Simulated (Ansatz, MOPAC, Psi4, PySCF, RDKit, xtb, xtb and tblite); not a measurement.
Torsional profile of SMILES CC(C)(C)CC=C. Scanned: dihedral C1–C2–C3–C4; all other coordinates were relaxed at B3LYP-D3(BJ)/def2-SVP. Points at φ and −φ are mirror images.

Geometry of the scan point at -165° (Å):
```
21

C     -2.8979    -0.2290     0.4979
C     -1.8369    -0.5736    -0.2364
C     -0.7104     0.3548    -0.6191
C      0.2215    -0.1346    -1.7535
C      1.2666     0.9603    -2.0218
C     -0.5905    -0.3833    -3.0354
C      0.9485    -1.4244    -1.3378
H     -3.0457     0.7999     0.8438
H     -3.6631    -0.9585     0.7764
H     -1.7418    -1.6216    -0.5431
H     -1.1250     1.3409    -0.8917
H     -0.0832     0.5329     0.2747
H      1.9583     0.6583    -2.8246
H      0.7849     1.9029    -2.3285
H      1.8663     1.1668    -1.1203
H     -1.3525    -1.1645    -2.8888
H     -1.1108     0.5336    -3.3569
H      0.0658    -0.7059    -3.8598
H      1.5269    -1.2721    -0.4119
H      0.2492    -2.2567    -1.1640
H      1.6504    -1.7444    -2.1246
```

- GFN2-xTB, on its own relaxed geometries (the stored frames are those of B3LYP-D3(BJ)/def2-SVP) (xtb and tblite)
- MMFF94 // B3LYP-D3(BJ)/def2-SVP (RDKit)
- B3LYP/def2-TZVP // B3LYP-D3(BJ)/def2-SVP (Psi4)
- B3LYP-D3(BJ)/def2-TZVP // B3LYP-D3(BJ)/def2-SVP (Psi4)
- PBE/def2-TZVP // B3LYP-D3(BJ)/def2-SVP (Psi4)
- PBE-D3(BJ)/def2-TZVP // B3LYP-D3(BJ)/def2-SVP (Psi4)
- wB97M-V/def2-TZVP // B3LYP-D3(BJ)/def2-SVP (Psi4)
- RHF/cc-pVDZ // B3LYP-D3(BJ)/def2-SVP (Ansatz, a quantum-chemistry and plane-wave program)
- MP2/cc-pVDZ = MP2 on RHF/cc-pVDZ, frozen core // B3LYP-D3(BJ)/def2-SVP in Ansatz
- CCSD/cc-pVDZ = CCSD on RHF/cc-pVDZ, frozen core // B3LYP-D3(BJ)/def2-SVP run with Ansatz
- CCSD(T)/cc-pVDZ = Ansatz with CCSD(T) on RHF/cc-pVDZ, frozen core // B3LYP-D3(BJ)/def2-SVP
- RHF/cc-pVTZ // B3LYP-D3(BJ)/def2-SVP (Ansatz)
- MP2/cc-pVTZ = MP2 on RHF/cc-pVTZ, frozen core // B3LYP-D3(BJ)/def2-SVP in Ansatz
- UFF // B3LYP-D3(BJ)/def2-SVP (RDKit)
- PM7, restricted, heats of formation // B3LYP-D3(BJ)/def2-SVP (MOPAC)
- AM1, restricted, heats of formation // B3LYP-D3(BJ)/def2-SVP (MOPAC)
- GFN1-xTB // B3LYP-D3(BJ)/def2-SVP (xtb)
- RKS-B3LYP/6-31G* = restricted B3LYP/6-31G*, spherical d, density fitting // B3LYP-D3(BJ)/def2-SVP (PySCF)
- RKS-BP86/6-31G* = PySCF 2.14.0 with restricted BP86/6-31G*, spherical d, density fitting // B3LYP-D3(BJ)/def2-SVP
- RKS-M06-2X/6-31G* = restricted M06-2X/6-31G*, spherical d, density fitting // B3LYP-D3(BJ)/def2-SVP in PySCF
- RMP2/3-21G = restricted MP2 (frozen core)/3-21G // B3LYP-D3(BJ)/def2-SVP in PySCF

Least-squares fit of E(φ) = a0 + Σ (a_n cos nφ + b_n sin nφ), n = 1 to 4, to the 12 scan points, in kcal/mol above the lowest point of each profile (levels whose profile four harmonics don't fit are not listed):

```json
[
 {"method": "GFN2-xTB", "a0": "1.88", "a1": "1.81", "b1": "0.00", "a2": "1.19", "b2": "0.00", "a3": "-0.60", "b3": "0.00", "a4": "-0.31", "b4": "0.00", "rms of fit": "0.15"},
 {"method": "MMFF94", "a0": "2.23", "a1": "1.74", "b1": "0.00", "a2": "0.97", "b2": "0.00", "a3": "-1.30", "b3": "0.00", "a4": "-0.35", "b4": "0.00", "rms of fit": "0.11"},
 {"method": "B3LYP/def2-TZVP", "a0": "2.00", "a1": "1.94", "b1": "0.00", "a2": "0.98", "b2": "0.00", "a3": "-0.97", "b3": "0.00", "a4": "-0.25", "b4": "0.00", "rms of fit": "0.12"},
 {"method": "B3LYP-D3(BJ)/def2-TZVP", "a0": "1.98", "a1": "1.63", "b1": "0.00", "a2": "1.07", "b2": "0.00", "a3": "-0.95", "b3": "0.00", "a4": "-0.30", "b4": "0.00", "rms of fit": "0.14"},
 {"method": "PBE/def2-TZVP", "a0": "1.93", "a1": "1.79", "b1": "0.00", "a2": "0.98", "b2": "0.00", "a3": "-0.94", "b3": "0.00", "a4": "-0.28", "b4": "0.00", "rms of fit": "0.13"},
 {"method": "PBE-D3(BJ)/def2-TZVP", "a0": "1.92", "a1": "1.59", "b1": "0.00", "a2": "1.03", "b2": "0.00", "a3": "-0.93", "b3": "0.00", "a4": "-0.30", "b4": "0.00", "rms of fit": "0.14"},
 {"method": "wB97M-V/def2-TZVP", "a0": "2.01", "a1": "1.74", "b1": "0.00", "a2": "1.09", "b2": "0.00", "a3": "-0.93", "b3": "0.00", "a4": "-0.37", "b4": "0.00", "rms of fit": "0.17"},
 {"method": "RHF/cc-pVDZ", "a0": "2.32", "a1": "2.26", "b1": "0.00", "a2": "1.09", "b2": "0.00", "a3": "-1.16", "b3": "0.00", "a4": "-0.30", "b4": "0.00", "rms of fit": "0.13"},
 {"method": "MP2/cc-pVDZ", "a0": "2.32", "a1": "1.86", "b1": "0.00", "a2": "1.39", "b2": "0.00", "a3": "-1.00", "b3": "0.00", "a4": "-0.38", "b4": "0.00", "rms of fit": "0.19"},
 {"method": "CCSD/cc-pVDZ", "a0": "2.10", "a1": "1.86", "b1": "0.00", "a2": "1.15", "b2": "0.00", "a3": "-0.96", "b3": "0.00", "a4": "-0.34", "b4": "0.00", "rms of fit": "0.16"},
 {"method": "CCSD(T)/cc-pVDZ", "a0": "2.10", "a1": "1.79", "b1": "0.00", "a2": "1.19", "b2": "0.00", "a3": "-0.93", "b3": "0.00", "a4": "-0.34", "b4": "0.00", "rms of fit": "0.17"},
 {"method": "RHF/cc-pVTZ", "a0": "2.31", "a1": "2.32", "b1": "0.00", "a2": "1.07", "b2": "0.00", "a3": "-1.14", "b3": "0.00", "a4": "-0.30", "b4": "0.00", "rms of fit": "0.13"},
 {"method": "MP2/cc-pVTZ", "a0": "2.24", "a1": "1.75", "b1": "0.00", "a2": "1.32", "b2": "0.00", "a3": "-0.99", "b3": "0.00", "a4": "-0.39", "b4": "0.00", "rms of fit": "0.18"},
 {"method": "UFF", "a0": "3.73", "a1": "5.27", "b1": "0.00", "a2": "3.11", "b2": "0.00", "a3": "0.29", "b3": "0.00", "a4": "-1.17", "b4": "0.00", "rms of fit": "0.52"},
 {"method": "PM7", "a0": "1.30", "a1": "1.81", "b1": "0.00", "a2": "0.63", "b2": "0.00", "a3": "-0.25", "b3": "0.00", "a4": "-0.25", "b4": "0.00", "rms of fit": "0.10"},
 {"method": "AM1", "a0": "1.63", "a1": "2.10", "b1": "0.00", "a2": "0.60", "b2": "0.00", "a3": "-0.41", "b3": "0.00", "a4": "-0.28", "b4": "0.00", "rms of fit": "0.13"},
 {"method": "GFN1-xTB", "a0": "1.54", "a1": "1.37", "b1": "0.00", "a2": "1.02", "b2": "0.00", "a3": "-0.47", "b3": "0.00", "a4": "-0.26", "b4": "0.00", "rms of fit": "0.12"},
 {"method": "RKS-B3LYP/6-31G*", "a0": "2.07", "a1": "1.81", "b1": "0.00", "a2": "1.12", "b2": "0.00", "a3": "-0.96", "b3": "0.00", "a4": "-0.27", "b4": "0.00", "rms of fit": "0.14"},
 {"method": "RKS-BP86/6-31G*", "a0": "2.02", "a1": "1.76", "b1": "0.00", "a2": "1.11", "b2": "0.00", "a3": "-0.93", "b3": "0.00", "a4": "-0.28", "b4": "0.00", "rms of fit": "0.15"},
 {"method": "RKS-M06-2X/6-31G*", "a0": "2.15", "a1": "1.62", "b1": "0.00", "a2": "1.28", "b2": "0.00", "a3": "-0.96", "b3": "0.00", "a4": "-0.45", "b4": "0.00", "rms of fit": "0.21"},
 {"method": "RMP2/3-21G", "a0": "2.39", "a1": "1.97", "b1": "0.00", "a2": "1.56", "b2": "0.00", "a3": "-0.83", "b3": "0.00", "a4": "-0.36", "b4": "0.00", "rms of fit": "0.17"}
]
```
